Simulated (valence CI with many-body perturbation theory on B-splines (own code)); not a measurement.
# Dy¹⁶⁺: calculated level list

Calculated by valence CI with perturbative core correlation (CI+MBPT): four valence electrons over a frozen Dirac-Fock core [Kr] 4d10, radial functions for each j: 7 s, 7 p, 7 d, 7 f, 4 g, 2 h, with the one-electron correlation potential Σ1, the two-electron term Σ2, the three-electron term Σ3, Breit, model QED; selected CI, second order for the rest, scaled by the run's own slope (own B-spline code, finite nucleus).

No measured spectrum was set against this ion. As an estimate, terms of the open shell hold to a few per cent of their energy, and close levels can change places.

Levels 181 to 195 of 195, with energies above the lowest level, 4f4 5I_4. "Leading %" is the weight of the configuration and term that name the level; weights of strongly mixed levels are sums over their largest components and can fall short. In the jj column 3d3/2^4 stands for four electrons in 3d with j = 3/2. Lifetimes count E1, E2, E3, M1 and M2 decay at the calculated energies, and are blank where another channel may lead or the interval is too uncertain; long ones can be off by a factor of two.

| No. | Configuration | Term | J | E (eV) | Leading % | Lifetime | Leading jj | g |
| --- | --- | --- | --- | --- | --- | --- | --- | --- |
| 181 | 4f3 5s | 3G° | 4 | 25.774 | 94 | 5.24 μs | 4f5/2 4f7/2^2 5s (61 %) | 1.047 |
| 182 | 4f3 5s | 3G° | 3 | 25.977 | 95 | 5.41 μs | 4f5/2 4f7/2^2 5s (50 %) | 0.761 |
| 183 | 4f4 | 1D | 2 | 26.186 | 99 |  | 4f5/2^2 4f7/2^2 (67 %) | 0.999 |
| 184 | 4f3 5s | 1G° | 4 | 26.716 | 94 | 2.52 μs | 4f5/2 4f7/2^2 5s (57 %) | 1.005 |
| 185 | 4f4 | 1S | 0 | 30.619 | 98 | 76.7 μs | 4f5/2^2 4f7/2^2 (69 %) |  |
| 186 | 4f3 5s | 3F° | 4 | 30.666 | 96 | 2.06 μs | 4f5/2^2 4f7/2 5s (48 %) | 1.244 |
| 187 | 4f3 5s | 3F° | 3 | 30.863 | 92 | 1.98 μs | 4f5/2 4f7/2^2 5s (42 %) | 1.074 |
| 188 | 4f3 5s | 3F° | 2 | 31.100 | 99 | 1.89 μs | 4f5/2 4f7/2^2 5s (86 %) | 0.665 |
| 189 | 4f3 5s | 1F° | 3 | 31.828 | 93 | 1.17 μs | 4f5/2 4f7/2^2 5s (63 %) | 1.003 |
| 190 | 4f2 5s2 | 3H | 4 | 33.614 | 91 | 36.0 μs | 4f5/2^2 5s^2 (92 %) | 0.813 |
| 191 | 4f2 5s2 | 3H | 5 | 34.759 | 98 | 24.6 μs | 4f5/2 4f7/2 5s^2 (98 %) | 1.032 |
| 192 | 4f2 5s2 | 3F | 2 | 35.054 | 92 | 15.7 μs | 4f5/2^2 5s^2 (76 %) | 0.686 |
| 193 | 4f2 5s2 | 3H | 6 | 35.845 | 97 | 20.2 μs | 4f7/2^2 5s^2 (75 %) | 1.163 |
| 194 | 4f2 5s2 | 3F | 3 | 35.865 | 98 | 14.7 μs | 4f5/2 4f7/2 5s^2 (98 %) | 1.082 |
| 195 | 4f2 5s2 | 3F | 4 | 35.918 | 49 | 18.3 μs | 4f5/2 4f7/2 5s^2 (91 %) | 1.114 |

Names give the largest LS component (configuration and term), which can be under half, so a name can repeat, a term be missing and a line seem to break the LS rules; names also repeat where a configuration has a term twice.
